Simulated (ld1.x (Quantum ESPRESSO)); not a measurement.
# As, TM: configuration errors across variants

```json
{"Element": "As", "Generator": "ld1.x (Quantum ESPRESSO) 7.5", "Type": "norm-conserving Troullier–Martins (Kleinman–Bylander form)", "Functional": "LDA (PZ)", "Relativity": "scalar-relativistic", "Frozen core": "[Ar] 3d10", "Valence charge": "5", "Reference configuration": "4s2 4p3", "Partial waves": "4p (bound): rc 2.15 bohr; 4s (bound): rc 1.20 bohr", "Local potential": "the s channel", "Core correction": "Bessel-smoothed model core, default radius (core density twice the valence density)"}
```

All-electron excitation energies from the reference (eV): (1) 4s2 4p2 9.325; (2) 4s2 4p1 27.488; (3) 4s2 4p0 55.528; (4) 4s1 4p4 9.483; (5) 4s2 4p3.3 -1.278; (6) 4s1 4p3 19.487; (7) 4s2 4p2.5 3.637; (8) 4s2 4p3 spin -1.324; (9) 4s2 4p2 spin 8.597.

Spin tests fill each open shell by Hund’s rule, majority spin first.

The default core radius of the base comes out at 1.26 bohr.

Tests that are not counted but printed errors over 1 eV. “wave 4s (bound): rc 1.20 bohr becomes 4s (bound): rc 0.94 bohr”: 4s2 4p3.3 (solver errors, printed error -19.7 eV); 4s2 4p3 (spin-polarised) (pseudo-atom not self-consistent, printed error +4.9 eV).

6 further variants failed, have other tests or another functional or relativity, and are left out.

A true bound ghost makes a file unfit for plane-wave use even where its test errors are small: the radial tests pick states by their node count and pass the ghost by. Where a test does run into it, the solver fails or the error is huge.

Errors AE − PS in meV (a dash: test not solved or not reliable):

```csv
change,(1),(2),(3),(4),(5),(6),(7),(8),(9),bound ghosts
base,-6.4,-31,-78,-14,0.0,-34,-1.5,-2.9,-6.5,p
"all radii but the core radius scaled by about 1.25 (s 1.50, p 2.68 bohr)",-6.2,-44,-163,-0.2,+0.1,-12,-1.3,-19,-18,p
wave 4s (bound): rc 1.20 bohr becomes 4s (bound): rc 0.94 bohr,-3.7,-15,-30,+12,–,+39,-1.1,–,+162,"p, s (extra level of the local part)"
wave 4p (bound): rc 2.15 bohr becomes 4p (bound): rc 2.16 bohr,-6.5,-32,-82,-13,0.0,-34,-1.6,-4.3,-7.5,p
wave 4s (bound): rc 1.20 bohr becomes 4s (bound): rc 1.86 bohr,-4.7,-26,-83,-11,+0.1,-26,-1.1,-2.3,-5.8,none
```

Task: Give the same row for: core correction none.

Result: 0.0, +19, +128, +7.6, +0.1, +3.3, -0.5, +177, +119; bound ghosts: p.
